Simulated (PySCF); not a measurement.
Compound: C2H4BFO3.
Atom-mapped SMILES: `[OH:1][B:2]1[O:3][CH2:4][C@@H:5]([F:6])[O:7]1` (hydrogens: H8 on O1; H9, H10 on C4; H11 on C5)

Computed, not measured: PySCF, PBE0-D3(BJ)/def2-SVP geometry optimisation, gas phase.

Question: Give the optimised bond lengths and angles.

Answer: 
```
  bond  length (bohr)   order
 O1–B2          2.541  single
 B2–O3          2.590  single
 O3–C4          2.667  single
 C4–C5          2.904  single
 C5–F6          2.581  single
 C5–O7          2.612  single
 B2–O7          2.608  single
 O1–H8          1.818  single
 C4–H9          2.084  single
C4–H10          2.079  single
C5–H11          2.083  single
```

Orders are formal, as drawn. A selection of angles:
```
    angle  degrees
 B2–O1–H8    112.1
 O1–B2–O3    125.2
 O1–B2–O7    122.1
 O3–B2–O7    112.7
 B2–O3–C4    107.1
 O3–C4–C5    105.1
 O3–C4–H9    110.0
O3–C4–H10    110.8
 C5–C4–H9    111.7
C5–C4–H10    110.1
H9–C4–H10    108.9
 C4–C5–F6    110.0
 C4–C5–O7    105.2
C4–C5–H11    114.7
 F6–C5–O7    109.5
F6–C5–H11    107.1
O7–C5–H11    110.3
 B2–O7–C5    108.0
```

Dihedral angles: O1–B2–O3–C4 -177° (antiperiplanar); B2–O3–C4–C5 -10° (synperiplanar); O3–C4–C5–F6 -104° (anticlinal); C4–C5–O7–B2 -13° (synperiplanar); O1–B2–O7–C5 -174° (antiperiplanar); H8–O1–B2–O3 0° (synperiplanar).

The 5-membered ring B2–O3–C4–C5–O7 has internal angles of 105.1° to 112.7°; it is slightly puckered (a soft mode that the optimisation may not have finished), 0.06 Å rms from its mean plane, widest ring torsion 14°. The B–O distances run from 1.345 Å (O1–B2, drawn single) to 1.380 Å (B2–O7, drawn single), a spread of 0.035 Å. O1 (boron-bound oxygen) is bent (angle 112.1°). The C–O distances run from 1.382 Å (C5–O7, drawn single) to 1.411 Å (O3–C4, drawn single), a spread of 0.029 Å. B2 (three-coordinate boron) is planar (angles 125.2°, 122.1° and 112.7°, sum 360.0°, 0.01 Å off the plane of its three neighbours).

Point group: C1 (no symmetry element, even within 0.4 Å). Whether it is a minimum is left open (no frequencies). The numbers are those of one conformer (H–O1–B2–O3 0°, O1–B2–O3–C4 -177°, B2–O3–C4–C5 -10°, O3–C4–C5–F6 -104°, C4–C5–O7–B2 -13°).
